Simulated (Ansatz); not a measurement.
Reaction (ligand exchange at the Si–Te bond): `[SeH][SiH2][TeH]` + `N[SiH3]` → `[SiH3]N[SiH2][SeH]` + H₂Te

Isolated molecules relaxed with PBE0-D4/def2-TZVP in Ansatz; ΔE leaves out vibrations. CCSD(T)/CBS adds triple-zeta CCSD(T) − MP2 to the extrapolated MP2 energy (def2 sets, frozen cores). This one scheme is used for every species. DFT in def2-TZVPP. Elements past krypton have def2 core potentials. For Se, Te outer-core shells are correlated without core-valence functions, which leaves a few kJ/mol of doubt a bond. Scalar relativity is left out up to krypton. One conformer a species, not always the lowest.

| level | ΔE (kJ/mol) |
| --- | --- |
| r2SCAN-D4 | -3.6 |
| PBE0-D4 | 2.0 |
| PBE0 | 4.2 |
| HF/def2-TZVPP | -13.5 |
| SCS-MP2/def2-TZVPP | -8.8 |
| CCSD/def2-TZVPP | -12.0 |
| MP2/def2-QZVPP | -0.4 |
| MP2/CBS(def2) | 3.1 |

Task: What does CCSD(T)/CBS give? (Estimate.)

Result: Ansatz gave: -3.4 kJ/mol. The listed levels differ from it by -0.2, 5.4, 7.6, -10.1, -5.4, -8.6, 3.0, 6.5 kJ/mol.

Largest T1 diagnostic among the species: 0.010.

The D4 term adds −3.4 kJ/mol with B3LYP and −2.2 kJ/mol with PBE0; it sums over pairs of atoms, weighted by their polarisabilities, and B3LYP, whose exchange is more repulsive, gets the larger term.

B3LYP here is the variant with VWN-RPA as its local correlation; programs differ in this.
